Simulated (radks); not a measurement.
Question: These are the eigenvalues of the occupied orbitals of an atom or ion with whole-number occupations (eV). Calculated with a radial shooting solver on a logarithmic mesh with Libxc functionals: Dirac Kohn-Sham, PW91, spin-unpolarised, spherical densities, finite nucleus; Fermi nuclear charge, rms radius of each element as measured or else 0.836 A^(1/3) + 0.57 fm.

1s1/2: -65193.04
2s1/2: -11150.38
2p1/2: -10652.48
2p3/2: -9460.340
3s1/2: -2547.541
3p1/2: -2326.232
3p3/2: -2070.763
3d3/2: -1695.187
3d5/2: -1639.465
4s1/2: -520.4685
4p1/2: -429.7109
4p3/2: -371.2333
4d3/2: -221.8652
4d5/2: -211.1576
5s1/2: -76.0791
5p1/2: -50.3002
5p3/2: -42.4347
4f5/2: -26.9964
4f7/2: -25.2501
6s1/2: -11.8716
5d3/2: -11.0160

Which element is it, and in what charge state? The configuration may be excited. Open shells, if any, fill j = l - 1/2 first.

Answer: Z = 72, hafnium, charge +1: Hf+ in [Xe] 4f14 5d1 6s2. The list shows which subshells hold electrons but not how many an open one holds; the 1s level, -2395.8 hartree, gives Z - s = 69.2 by -(Z - s)^2/2, which with screening and relativity narrows Z to a few neighbours, and the depths of the outer levels then fix element, charge and occupations together.
